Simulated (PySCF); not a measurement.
(F)3Sn-S-SiH3.
Bonds: Sn1–F2, Sn1–F3, Sn1–F4, Sn1–S5, S5–Si6. Hydrogens: H7, H8, H9 on Si6.

Computed by this run: PySCF, PBE0-D3(BJ)/def2-SVP geometry optimisation, gas phase, def2 core potentials past Kr; density fitting, grid level 1; the optimiser is geomeTRIC in internal coordinates, started from a GFN2-xTB structure with every atom displaced at random (about 0.03 Å).

Step 0: E = -32719.8082 eV
```
atom  x, y, z in Å  |  force x, y, z in eV/Å
Sn1     1.6192   -0.1454    0.7041   -1.409  -0.246  -1.424
F2      1.3504   -1.2063   -0.9841    0.309   0.862   1.513
F3      3.3128    0.7624    0.6200   -0.239  -0.198   0.014
F4      1.7823   -1.4256    2.1377    0.007   0.264  -0.279
S5     -0.4071    1.2926    0.7282    1.291  -0.330   0.474
Si6    -1.7290    0.2693   -0.6661    1.150   0.390   0.448
H7     -1.0742    0.3822   -1.9704   -0.214  -0.041  -0.562
H8     -1.8097   -1.0902   -0.1778   -0.356  -0.824   0.021
H9     -2.9121    1.0916   -0.4173   -0.539   0.124  -0.204
```

Q: Estimate the geometry and energy of step 1. (The exact step hangs on the optimiser's Hessian estimate; all steps are aligned on step 0, rigid shifts and turns removed.)

A: E = -32720.1254 eV, largest force 0.552 eV/Å
```
atom  x, y, z in Å  |  force x, y, z in eV/Å
Sn1     1.5495   -0.1160    0.6872   -0.294   0.356   0.213
F2      1.2282   -1.1123   -0.9076    0.057  -0.367  -0.408
F3      3.2620    0.7176    0.5621    0.117   0.022  -0.009
F4      1.7218   -1.3998    2.0907    0.036  -0.088   0.106
S5     -0.3217    1.3199    0.7991    0.039   0.094   0.128
Si6    -1.6162    0.2669   -0.6222    0.297   0.015   0.141
H7     -1.0518    0.3681   -1.9900   -0.102   0.037  -0.068
H8     -1.7665   -1.1499   -0.2071   -0.069  -0.051  -0.005
H9     -2.8727    1.0360   -0.4379   -0.081  -0.018  -0.099
```

The energy changes by -0.3173 eV. The first-order estimate −F·Δx gives -0.6130 eV and the mean of the old and new forces, exact on a quadratic surface, -0.3025 eV. The step makes an angle of 55° with the force vector and moves no atom by more than 0.172 Å.

The cost below is that of the whole optimisation. Time: 42 s wall; peak memory 0.48 GiB. Hardware: one thread, Intel Xeon Platinum 8488C (x86_64), on a shared host.
